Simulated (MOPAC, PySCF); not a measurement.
Species: BNH2Cl2, net charge 0, singlet state. SMILES: ClB(Cl)N
Geometry: optimised at B3LYP-D3(BJ)/def2-TZVP (Ansatz).

Unscaled harmonic wavenumbers (cm⁻¹) in rising order, each level at the stationary point that it reaches from this structure (no distance between atoms moves by over 0.3 Å); the order of modes can differ between levels, and a negative number is imaginary. B3LYP-D3(BJ)/def2-TZVP (PySCF, at the structure above): 261, 322, 473, 546, 552, 572, 778, 1083, 1354, 1628, 3591, 3689.

PM3 (MOPAC): 258, 312, 453, 550, 570, 632, 709, 952, 1238, 1632, 3468, 3572. Zero-point energy 20.5 against 21.2 kcal/mol; where all levels lie over 400 cm⁻¹, the wavenumbers are on average 0.974 times those of B3LYP-D3(BJ)/def2-TZVP.

PM7 (MOPAC): 233, 296, 418, 529, 578, 784, 812, 1088, 1283, 1650, 2758, 2805. Zero-point energy 18.9 against 21.2 kcal/mol; where all levels lie over 400 cm⁻¹, the wavenumbers are on average 0.981 times those of B3LYP-D3(BJ)/def2-TZVP.
